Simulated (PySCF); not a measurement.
Geometries of 2 isomers of H7NOSi2Te, from PySCF 2.14.0, PBE0-D3(BJ)/def2-SVP geometry optimisation, gas phase, def2 core potentials past Kr. One conformer each, no zero-point energy, no frequencies.

Question: Which isomer lies lower at this level?
A.
```xyz
12
angstrom
N      1.536   -1.319   -0.341
Si     0.767   -0.180    0.676
Te     1.423    2.115   -0.095
O     -0.894   -0.163    0.658
Si    -2.240    0.352   -0.162
H      1.678   -2.276   -0.040
H      1.545   -1.222   -1.349
H      1.164   -0.503    2.068
H      3.014    1.640   -0.210
H     -3.436    0.103    0.691
H     -2.385   -0.390   -1.450
H     -2.133    1.814   -0.455
```
B.
```xyz
12
angstrom
N     -1.019   -0.982    0.121
Si    -1.184    0.712    0.361
O     -2.419    1.511   -0.417
Te     0.963    1.724   -0.447
Si     2.225   -0.331    0.232
H     -0.737   -1.377   -0.769
H     -1.559   -1.639    0.674
H     -1.457    0.916    1.803
H     -2.328    1.615   -1.369
H      1.903   -0.712    1.637
H      1.955   -1.483   -0.678
H      3.673    0.023    0.133
```

Answer: A. That is `[SiH3]O[Si@H]([TeH])N`, 4.4 kcal/mol below the other.

```json
{"SMILES": "N[Si@@H]([TeH])O[SiH3]", "atoms numbered as above": "[NH2:1][Si@@H:2]([TeH:3])[O:4][SiH3:5]", "E (Eh)": "-980.65416", "relative (kcal/mol)": "0.0", "relative (kJ/mol)": "0.0", "dipole (D)": "2.16"}
{"SMILES": "N[Si@H](O)[Te][SiH3]", "atoms numbered as above": "[NH2:1][Si@H:2]([OH:3])[Te:4][SiH3:5]", "E (Eh)": "-980.64719", "relative (kcal/mol)": "4.4", "relative (kJ/mol)": "18.3", "dipole (D)": "2.63"}
```

As drawn, the higher has an O–H bond, which the lower lacks.
